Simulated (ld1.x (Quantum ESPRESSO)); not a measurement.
mercury: one change to a TM potential, before and after

Hg (Z = 80), norm-conserving Troullier–Martins (Kleinman–Bylander form), made with ld1.x (Quantum ESPRESSO) 7.5 (PBE, fully relativistic). Core [Xe] 4f14 5d10, reference 6s1.5 6p0 (charge +0.5). Waves: 6s (bound): rc 1.60 bohr; 6d channel at 0.2 Ry: rc 3.35 bohr; 6p (bound, empty): rc 3.20 bohr. Local part: the p channel. Core correction: a·sin(br)/r model core inside 1.45 bohr.

Open shells are filled in proportion to 2j + 1 (rel_dist='average').

All-electron outer shells of the reference configuration (PBE, scalar-relativistic, ld1.x):

| shell | level (eV) | outermost node (bohr) | outermost maximum (bohr) |
| --- | --- | --- | --- |
| 5d | -14.21 | 0.55 | 1.17 |
| 6s | -10.65 | 1.08 | 2.18 |
| 6p | -4.08 | 1.27 | 3.02 |

Change: wave 6s (bound): rc 1.60 bohr becomes 6s (bound): rc 1.68 bohr.

Cutoffs: the cutoffs (Ry, on a coarse ladder) from which the occupation-weighted sum of valence levels, in a spherical-Bessel basis at the reference potential, stays within 10 and 1 mRy of its value at 400 Ry; they do not see the model core or the augmentation charge, which bear on the density cutoff. Errors are all-electron minus pseudo energies relative to the spin-unpolarised reference configuration.

Problem. What does the change do?

Solution. The potential gets softer (30 Ry and 120 Ry → 30 Ry and 80 Ry); the errors of the 5 common tests hardly move; neither file shows a bound ghost. A larger radius leaves more room for a smooth pseudo-wave, so fewer plane waves are needed.

| quantity | base | changed |
| --- | --- | --- |
| cutoff, loose | 30 Ry | 30 Ry |
| cutoff, tight | 120 Ry | 80 Ry |
| bound ghosts | none | none |
| error for 6s2 6p0, meV [ΔE -4.36 eV] | -48 | -48 |
| error for 6s1 6p0, meV [ΔE 6.34 eV] | -62 | -61 |
| error for 6s1 6p1, meV [ΔE 1.60 eV] | -62 | -61 |
| error for 6s0 6p2, meV [ΔE 8.05 eV] | -232 | -223 |
| error for 6s0 6p1, meV [ΔE 13.65 eV] | -314 | -304 |
| s: phases at 3.67 bohr within 0.05 rad from the reference energy up to (Ry; the scan ends near 5) | 0.5 | 0.5 |
| p1/2: phases at 3.67 bohr within 0.05 rad from the reference energy up to (Ry; the scan ends near 5) | n/a | n/a |
| p3/2: phases at 3.67 bohr within 0.05 rad from the reference energy up to (Ry; the scan ends near 5) | n/a | n/a |
| d3/2: phases at 3.67 bohr within 0.05 rad from the reference energy up to (Ry; the scan ends near 5) | 0.5 | 0.5 |
| d5/2: phases at 3.67 bohr within 0.05 rad from the reference energy up to (Ry; the scan ends near 5) | 0.5 | 0.5 |
